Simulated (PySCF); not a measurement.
# Two-component Hartree-Fock for Fe⁺ (iron, charge +1)

Start: [Ar] 3d5 4s2; 3d5/2 filled at m_j = -3/2, -1/2, +1/2, +3/2, +5/2. Calculated with PySCF 2.14 in x2c-SVPall-2c with one added diffuse shell each of s, d type (6s5p4d1f, 48 functions): generalised Hartree-Fock with the X2C-1e Hamiltonian and a Gaussian nucleus; one run each with spin-orbit coupling (SO) switched off, then screened by Boettger's factors. This is a chosen level, not necessarily the ground level.

```
spinor shell  electrons  ε, spin-free (eV)  ε, screened SO (eV)  weight of nominal j (screened SO)  rms radius, screened SO (bohr)
       1s1/2          2            -7190.4              -7190.4                              1.000                          0.0676
       2s1/2          2            -900.26              -900.25                              1.000                           0.288
       2p1/2          2            -766.27              -775.20                              0.977                           0.259
       3s1/2          2            -131.85              -131.85                              1.000                           0.868
       3p1/2          2            -90.781              -91.348                              0.663                           0.928
       3p3/2          4            -90.781              -90.505                              0.832                           0.931
       3d5/2          5            -35.278              -35.277                              0.591                            1.10
       4s1/2          2            -16.302              -16.302                              1.000                            2.94
```

Problem. Where does 2p3/2 lie, and what is the 2p spin-orbit splitting (screened SO)?

Solution. At -761.88 eV, 13.323 eV above 2p1/2.

| quantity | spin-free | screened SO |
| --- | --- | --- |
| E (hartree) | -1270.82285 | -1270.83677 |
| M_J | 5/2 | 5/2 |
| ⟨J²⟩ | 8.753 | 8.753 |
| ⟨L²⟩ | 0.000 | 0.002 |
| ⟨S²⟩ | 8.753 | 8.751 |

Each row is a mean over spinors that exchange with the open shell spreads, by up to 15.586 eV (3p3/2).

Rows whose weight is well below 1 are mixtures of j = l ± 1/2: exchange outweighs spin-orbit coupling there, and the label is only the starting occupation.

Without spin-orbit coupling the j labels of p, d and f shells carry no meaning; the spin-free column gives the mean over the occupied spinors of each nl shell.
